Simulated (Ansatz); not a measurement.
A nudged elastic band was laid between two geometries of ClH$_{2}$NSn (5 atoms, charge 0, multiplicity 1).

Method: RKS revPBE-D4/def2-SVP (Ansatz 0.2.0).

```yaml
movable_images: 9
climbing_image: yes
spring: 5.0 eV/Å²
optimiser: quadratic models (default)
start_path: IDPP
force_threshold: 0.05 eV/Å
iteration_limit: 60
end_points: relaxed
```

First end point:

```xyz
5
Properties=species:S:1:pos:R:3
N -0.559 0.349 -0.413
Sn -0.296 -1.063 1.058
Cl 2.133 -0.851 0.968
H 0.230 0.825 -0.864
H -1.458 0.667 -0.790
```

Last end point:

```xyz
5
Properties=species:S:1:pos:R:3
N -0.559 0.348 -0.413
Sn -0.293 -1.062 1.058
Cl 2.137 -0.849 0.968
H -1.460 0.663 -0.787
H 0.226 0.827 -0.867
```

Question: Which bonds break or form, and what moves?

Answer: No bond is made or broken. The dihedral H5–N1–Sn2–Cl3 goes from 180 to 0°. The two ends are copies of one structure, up to a mirror image or an exchange of like atoms.

Question: Give the energies along the band, and the barrier.

Answer: It converged. The highest image is number 5 of 0 to 10, 0.49 eV above the ends, which have the same energy within 2 meV. A vibrational analysis at the climbing image gives one clearly imaginary mode, 386i cm⁻¹: a first-order saddle point.

```
image  path coordinate (Å)  energy (eV)  dihedral H5–N1–Sn2–Cl3 (°)
    0                 0.00         0.00                         180
    1                 0.33         0.05                        -151
    2                 0.65         0.17                        -125
    3                 0.98         0.32                        -101
    4                 1.30         0.44                         -78
    5                 1.63         0.49                         -58
    6                 1.95         0.44                         -39
    7                 2.28         0.32                         -24
    8                 2.60         0.17                         -13
    9                 2.93         0.05                          -5
   10                 3.25         0.00                           0
```

Question: What is the geometry of the highest image?

Answer: 
```xyz
5
Properties=species:S:1:pos:R:3
N -0.777 0.073 -0.696
Sn -0.130 -1.243 0.826
Cl 1.921 -0.122 1.576
H -0.052 0.191 -1.424
H -0.912 1.028 -0.323
```

Question: What are the harmonic wavenumbers there?

Answer: 386i, 138, 317, 491, 583, 617, 1482, 3355, 3444 cm⁻¹.

Run time: 79 s on 1 CPU thread of a shared host.
